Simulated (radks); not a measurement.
Values are calculated unless marked as measured or tabulated.
Cl2+, 15 electrons, occupied as [Ne] 3s2 3p2 4s1 (not the ground configuration). Level of theory: scalar-relativistic Kohn-Sham, PBEsol, spin-polarised, spherical densities, point nucleus; open shells are filled with parallel spins first (a radial shooting solver on a logarithmic mesh with Libxc functionals).

Radial electron density D(r) = 4 pi r^2 rho(r):

r (bohr)  D(r) (e/bohr)  spin D(r)
0.004987         0.8865   0.000712
0.005713          1.133   0.000910
0.006493          1.422    0.00114
0.00738           1.779    0.00143
0.008455          2.247    0.00181
0.009609          2.785    0.00226
0.01092           3.434    0.00279
0.01241           4.209    0.00344
0.01422           5.184    0.00427
0.01616           6.258    0.00521
0.01837           7.487    0.00632
0.02105           8.957    0.00772
0.02392           10.48    0.00928
0.02719           12.10     0.0111
0.03115           13.87     0.0135
0.0354            15.51     0.0161
0.04024           17.01     0.0195
0.0461            18.35     0.0240
0.05239           19.22     0.0298
0.05955           19.64     0.0376
0.06822           19.49     0.0491
0.07754           18.80     0.0643
0.08812           17.67     0.0852
0.101             16.18      0.115
0.1147            14.78      0.152
0.1304            13.69      0.198
0.1494            13.18      0.254
0.1698            13.48      0.311
0.193             14.53      0.364
0.2194            16.08      0.402
0.2513            17.82      0.415
0.2856            19.01      0.388
0.3246            19.28      0.320
0.3719            18.27      0.211
0.4227            16.12     0.0976
0.4805            13.16     0.0106
0.5505            9.738   -0.00276
0.6256            6.884     0.0988
0.711             4.826      0.326
0.8146            3.666      0.684
0.9259            3.363       1.07
1.052             3.447       1.41
1.206             3.521       1.60
1.37              3.311       1.59
1.557             2.789       1.39
1.784             2.052       1.08
2.028             1.400      0.808
2.305            0.9307      0.619
2.641            0.6546      0.522
3.001            0.5312      0.482
3.411            0.4457      0.431
3.877            0.3434      0.340
4.441            0.2185      0.218
5.048            0.1176      0.117
5.737           0.05171     0.0517
6.573           0.01688     0.0169
7.471          0.004497    0.00450
8.491         0.0008923   0.000892
9.728         0.0001121   0.000112

D(r) has 3 maxima, at r = 0.0620, 0.314, 1.18 bohr, and minima at 0.152, 0.941 bohr, inside which lie 2.18, 10.46 electrons.
